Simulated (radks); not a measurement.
Q: Radial electron density D(r) = 4 pi r^2 rho(r) of an atom or ion with 2 electrons. All-electron calculation, non-relativistic Kohn-Sham, PBEsol, spin-polarised, spherical densities, point nucleus. Program: a radial shooting solver on a logarithmic mesh with Libxc functionals.

```
   r/bohr * D(r) (the largest magnitude, 8.17, reaches the edge; | marks zero)
 0.009213 | *
  0.01073 | *
  0.01249 |  *
  0.01454 |   *
  0.01692 |     *
  0.01986 |      *
  0.02312 |        *
  0.02691 |           *
  0.03133 |              *
  0.03648 |                  *
  0.04246 |                      *
  0.04943 |                           *
  0.05801 |                                 *
  0.06753 |                                      *
  0.07862 |                                            *
  0.09153 |                                                 *
   0.1066 |                                                    *
    0.124 |                                                      *
   0.1444 |                                                     *
   0.1695 |                                                  *
   0.1973 |                                            *
   0.2297 |                                    *
   0.2674 |                            *
   0.3113 |                   *
   0.3624 |            *
   0.4218 |      *
    0.495 |  *
   0.5763 |*
   0.6709 *
    0.781 *
```

What is the nuclear charge?

A: Z = 8. The innermost maximum, from 1s, lies near 1/Z = 0.125 bohr (found: 0.129), and its height grows with Z. The density is that of the oxygen ion O6+ in [He]; the configuration itself is not fixed sharply by these data. D(r) has 1 maximum, at r = 0.129 bohr.
